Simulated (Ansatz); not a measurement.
Consider the substitution at a C–F bond: `F[CH2][GeH3]` + HCl → `Cl[CH2][GeH3]` + H–F.

Program: Ansatz. Geometries: PBE0-D4/def2-TZVP. ΔE: electronic, gas phase. CBS: MP2 limit from def2 TZ/QZ plus the TZ coupled-cluster correction, frozen cores. This one scheme is used for every species. DFT in def2-TZVPP. For Ge outer-core shells are correlated without core-valence functions, which leaves a few kJ/mol of doubt a bond. Scalar relativity is left out up to krypton.

```json
{"species": "`F[CH2][GeH3]`", "LC-ωPBE energy (Eh)": "-2217.64844"}
{"species": "HCl", "LC-ωPBE energy (Eh)": "-460.69673"}
{"species": "`Cl[CH2][GeH3]`", "LC-ωPBE energy (Eh)": "-2577.91573"}
{"species": "H–F", "LC-ωPBE energy (Eh)": "-100.44042"}
```

Question: Work out ΔE.

Answer: ΔE = (-2577.91573) + (-100.44042) − (-2217.64844) − (-460.69673) = -0.01098 Eh = -6.9 kcal/mol. CCSD(T)/CBS gives -10.3 kcal/mol.

Largest T1 diagnostic among the species: 0.011.

At CCSD(T), def2-SVP lies +5.8 kcal/mol from the extrapolated value and def2-TZVPP +1.6 kcal/mol. Leaving LDA and LC-ωPBE aside and taking each functional with its dispersion term where it has one, the values, not all of them listed here, spread over 3.6 kcal/mol, from PBE-QIDH to CAM-B3LYP-D4.
